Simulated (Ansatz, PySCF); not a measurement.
C3H5O3, SMILES [CH2]OC(=O)OC, multiplicity 2. Atoms are numbered in the order given.

```xyz
11

C      2.3527    -0.0457     0.0770
O      1.1409    -0.0462     0.6917
C      0.0455    -0.0044    -0.0831
O      0.0370     0.0593    -1.2805
O     -1.0129    -0.0441     0.7109
C     -2.2649    -0.0041     0.0497
H      3.1899     0.0454     0.7642
H      2.3840     0.1225    -0.9987
H     -2.3760    -0.8603    -0.6318
H     -3.0261    -0.0461     0.8369
H     -2.3718     0.9231    -0.5323
```
Charge 0, spin multiplicity 2.

The structure is a stationary point at PBE0-D3(BJ)/def2-SVP. The isomer is the one that the SMILES or the coordinates give; other isomers of the formula were not compared.

Two levels are set side by side: PBE-D3(BJ)/def2-SVP (Ansatz, a quantum-chemistry and plane-wave program) and PBE0-D3(BJ)/def2-SVP (Ansatz). Each level has its own optimised geometry; the coordinates shown are those of the second. Frequencies come from the Hessian of PySCF at each geometry. Differences are taken from unrounded values.

```
quantity                            PBE0-D3(BJ)
----------------------------------  -----------
mean bond length (Å)                      1.211
bond C1–O2 (Å)                            1.359
bond O2–C3 (Å)                            1.342
bond C3–O4 (Å)                            1.199
bond C3–O5 (Å)                            1.324
bond O5–C6 (Å)                            1.416
bond C1–H7 (Å)                            1.087
bond C1–H8 (Å)                            1.089
bond C6–H9 (Å)                            1.100
bond C6–H10 (Å)                           1.096
bond C6–H11 (Å)                           1.100
highest harmonic wavenumber (cm⁻¹)         3368
mean harmonic wavenumber (cm⁻¹)            1325
zero-point energy (kcal/mol)              51.14
```

**Question.** What does PBE-D3(BJ) give, and how far is it from PBE0-D3(BJ)? (Estimate from the structure and the level; the computed values follow.)

**Answer.** 
| quantity | PBE-D3(BJ) | PBE-D3(BJ) minus PBE0-D3(BJ) |
|---|---|---|
| mean bond length (Å) | 1.223 | 0.012 |
| bond C1–O2 (Å) | 1.366 | 0.007 |
| bond O2–C3 (Å) | 1.365 | 0.022 |
| bond C3–O4 (Å) | 1.213 | 0.013 |
| bond C3–O5 (Å) | 1.342 | 0.019 |
| bond O5–C6 (Å) | 1.431 | 0.015 |
| bond C1–H7 (Å) | 1.095 | 0.008 |
| bond C1–H8 (Å) | 1.097 | 0.008 |
| bond C6–H9 (Å) | 1.109 | 0.009 |
| bond C6–H10 (Å) | 1.104 | 0.008 |
| bond C6–H11 (Å) | 1.109 | 0.009 |
| highest harmonic wavenumber (cm⁻¹) | 3278 | -90 |
| mean harmonic wavenumber (cm⁻¹) | 1269 | -55 |
| zero-point energy (kcal/mol) | 49.00 | -2.14 |

GGA bonds tend to be longer and softer than those of functionals with exact exchange. Differences between two approximate levels are no errors against the true value.
